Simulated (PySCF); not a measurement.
PySCF 2.14 output of an unrestricted LDA calculation on a single atom or ion in x2c-QZVPPall, with the spin-free X2C one-electron Hamiltonian (Gaussian nucleus):

```
SCF conv_tol = 1e-09
number electrons alpha = 8  beta = 6
    P. A. M. Dirac.,  Math. Proc. Cambridge Philos. Soc. 26, 376 (1930)
    F. Bloch.,  Z. Phys. 57, 545 (1929)
    S. H. Vosko, L. Wilk, and M. Nusair.,  Can. J. Phys. 58, 1200 (1980)
cycle= 1 E= -340.429861366478  delta_E= -0.017  |g|= 0.0471  |ddm|= 0.13
cycle= 2 E= -340.429979677525  delta_E= -0.000118  |g|= 0.0182  |ddm|= 0.0188
cycle= 3 E= -340.429999710901  delta_E= -2e-05  |g|= 0.00149  |ddm|= 0.00468
cycle= 4 E= -340.430000053751  delta_E= -3.43e-07  |g|= 0.000255  |ddm|= 0.0012
cycle= 5 E= -340.430000074195  delta_E= -2.04e-08  |g|= 1.11e-05  |ddm|= 0.000268
cycle= 6 E= -340.430000074268  delta_E= -7.37e-11  |g|= 6.03e-07  |ddm|= 1.1e-05
converged SCF energy = -340.430000074268  <S^2> = 2.0015331  2S+1 = 3.0010219
```

The run itself started from symmetry-adapted Hartree-Fock orbitals and held the occupation by maximum overlap, on a logarithmic radial grid, so the iterations belong to that start.

Which element, charge and spin multiplicity is this?

P⁺ (phosphorus, charge +1), multiplicity 3; the state was [Ne] 3s2 3p2, high-spin 3P determinant.
